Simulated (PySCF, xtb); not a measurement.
C2, SMILES [C]=[C] (connectivity only; charge and spin as stated), neutral, multiplicity 1.

Harmonic wavenumbers (cm⁻¹) from GFN2-xTB (xtb 6.7.1) at its own minimum, in rising order: 2382.

Task: What does PBE0-D3(BJ)/def2-TZVPD run with PySCF give at its own minimum? (Estimate from the structure and the level; the computed values follow.)

Result: 1901. Paired by order, the mean absolute difference is 481 cm⁻¹ and the zero-point energies are 3.4 and 2.7 kcal/mol.
